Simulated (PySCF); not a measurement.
4-tert-butylpyridine (C9H13N), SMILES c1cnccc1C(C)(C)C.

Geometry optimised at PBE0-D3(BJ)/def2-SVP.

Level of theory: TDA-PBE/def2-SVP run with PySCF.

Vertical excitations. Isolated molecule, no solvent. State labels are in the subgroup Cs.

Computed excitation energies, oscillator strengths and character:
| state | symmetry | energy (eV) | λ (nm) | f | main pairs |
|---|---|---|---|---|---|
| S1 | A" | 4.29 | 289 | 0.001 | HOMO→LUMO+1 62 %, HOMO→LUMO 38 % |
| S2 | A" | 4.42 | 280 | 0.003 | HOMO→LUMO 62 %, HOMO→LUMO+1 38 % |
| S3 | A' | 5.43 | 228 | 0.008 | HOMO−1→LUMO 53 %, HOMO−2→LUMO+1 38 % |
| S4 | A' | 6.19 | 200 | 0.002 | HOMO→LUMO+2 90 % |
| S5 | A' | 6.34 | 196 | 0.019 | HOMO−2→LUMO 44 %, HOMO−1→LUMO+1 25 %, HOMO−5→LUMO 10 %, HOMO→LUMO+2 8 % |
| S6 | A" | 6.43 | 193 | 0.002 | HOMO−3→LUMO 99 % |
| T1 | A" | 3.73 | 333 | 0 | HOMO→LUMO 99 % |
| T2 | A" | 4.20 | 296 | 0 | HOMO→LUMO+1 99 % |
Triplets are in the Tamm–Dancoff approximation.
